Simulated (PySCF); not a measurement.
# Bond curve of ZnH

Set-up: basis Zn pcseg-1, H pcseg-1; no relativity; PySCF 2.14. Energies in eV from Zn + H in their ground configurations at the same level. State: ²Σ⁺ (doublet), unpaired electrons σ ↑.

All columns are PBE. A positive dipole means Zn(−)H(+).

```csv
R (Å),E (eV),μ (D),Mulliken charge on Zn (basis-dependent),HOMO (eV),LUMO (eV),Mayer bond order,⟨S²⟩
1.406,-0.556,-0.62,0.18,-4.03,-2.73,0.76,0.75
1.472,-0.731,-0.72,0.18,-4.11,-2.82,0.75,0.75
1.537,-0.834,-0.83,0.18,-4.19,-2.91,0.74,0.75
1.586,-0.874,-0.91,0.19,-4.25,-2.98,0.73,0.75
1.635,-0.889,-0.99,0.19,-4.31,-3.04,0.72,0.75
1.684,-0.885,-1.06,0.19,-4.38,-3.10,0.70,0.75
1.750,-0.857,-1.16,0.20,-4.46,-3.18,0.68,0.75
1.831,-0.795,-1.26,0.20,-4.57,-3.27,0.65,0.76
1.929,-0.699,-1.35,0.19,-4.71,-3.36,0.61,0.76
2.060,-0.558,-1.41,0.18,-4.89,-3.45,0.54,0.76
```

A fit through these points gives, at Re = 1.648 Å, μ = -1.01 D and dμ/dR = -1.56 D/Å; the reduced mass is 0.9922 u.

Q: How strong is the fundamental in the double-harmonic approximation, I = 42.26·(dμ/dR)²/μred km/mol?

A: I = 42.26·(-1.56)²/0.9922 = 104 km/mol at PBE.

The state was picked by a PBE0 search and need not be the measured ground state.
